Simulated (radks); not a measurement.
The numbers below are computed, except where a source is named.
Spherical quantum dot in the effective-mass picture: electrons in a hard-walled sphere of radius 1.54, with a point charge +1 (a donor) at the centre, all in effective atomic units (hartree* = m*/eps^2 hartree, bohr* = eps/m* bohr), one dielectric constant everywhere. Level of theory: non-relativistic Kohn-Sham, exchange-only LDA, spin-polarised, spherical densities (a radial shooting solver with Libxc functionals). Levels are named by radial order and angular momentum (1s, 1p, 1d, 2s, ...), and open shells are averaged over m. Results are scaled to m* = 0.135 and eps = 12.1, for which hartree* = 25.09 meV and bohr* = 4.743 nm.

N = 24, configuration 1s2 1p6 1d10 2s2 1f(up 4, down 0). This is the lowest configuration that the search found. Occupied and some empty levels:

level,occupation,eigenvalue (meV),<r> (nm)
1s up,1,556.82,4.304
1s down,1,559.83,4.279
1p up,3,595.28,4.768
1p down,3,598.83,4.758
1d up,5,651.22,5.037
1d down,5,655.04,5.033
2s up,1,705.29,3.292
2s down,1,706.93,3.305
1f up,4,723.51,5.235
1f down,0,727.48,5.233
1g up,0,811.00,5.391
1g down,0,815.04,5.390
2p up,0,816.70,3.820
2p down,0,818.68,3.820
2d up,0,934.47,4.159
2d down,0,936.82,4.157

Energy (meV): total 9287.04, kinetic 4101.8, external -679.04, Hartree 6442.2, exchange-correlation -577.87.
